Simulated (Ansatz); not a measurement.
Basis sets compared for SiHMe3 (C3H10Si). The state is a singlet with charge 0. Geometry PBE0-D4/def2-SVP. Ansatz on 2 threads of AMD EPYC 9R45 on a shared host; times are rough, and most runs start from earlier orbitals.

```xyz
14

C    -0.490    0.312   -1.690
C    -0.002   -1.674    0.625
C     0.793    1.294    0.943
Si   -0.447    0.100    0.180
H    -1.811    0.406    0.731
H    -1.232   -0.360   -2.150
H     0.494    0.083   -2.131
H    -0.752    1.345   -1.968
H     0.014   -1.819    1.717
H     0.995   -1.935    0.235
H    -0.728   -2.385    0.201
H     0.825    1.188    2.039
H     0.532    2.339    0.713
H     1.807    1.105    0.555
```

Binding counts from free atoms (C triplet, Si triplet, H doublet) in the same basis, without a counterpoise term.

| level | functions | energy (Eh) | HOMO (eV) | LUMO (eV) | binding per atom (eV) | wall time |
| --- | --- | --- | --- | --- | --- | --- |
| PBE-D4/def2-SVP | 110 | -409.3505 | -7.16 | 0.84 | 3.86 | 0.7 s |
| PBE0-D4/def2-SVP | 110 | -409.4137 | -8.52 | 1.66 | 3.84 | 0.85 s |

Problem. Estimate the rows for PBE-D4/def2-TZVP (with forces), PBE0-D4/def2-TZVP.

Solution. 
| level | functions | energy (Eh) | HOMO (eV) | LUMO (eV) | binding per atom (eV) | wall time |
| --- | --- | --- | --- | --- | --- | --- |
| PBE-D4/def2-TZVP (with forces) | 190 | -409.5889 | -7.22 | 0.31 | 3.85 | 1.4 s |
| PBE0-D4/def2-TZVP | 190 | -409.6460 | -8.53 | 1.07 | 3.83 | 1.5 s |
